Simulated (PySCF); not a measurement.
**Electron correlation in Co⁺ (cobalt, charge +1)**

[Ar] 3d7 4p1, one real determinant (an excited configuration). Computed with PySCF 2.14 in def2-TZVPPD, with the non-relativistic Hamiltonian (point nucleus). Frozen: [Ne]; 16 electrons correlated.

```json
{"level": "CCSD", "correlation energy (mhartree)": "-506.87"}
{"level": "(T)", "correlation energy (mhartree)": "-9.75"}
{"level": "CCSD(T)", "correlation energy (mhartree)": "-516.62"}
```

Diagnostics: T1 = 0.012, D1 = 0.0396, largest double amplitude 0.029.

Is a single reference adequate?

Yes: T1 lies below 0.03 and no double amplitude reaches 0.07.

The reference is one real determinant that mixes LS terms of this configuration.

This basis was not built for core-valence correlation, so the inner-shell part is incomplete.
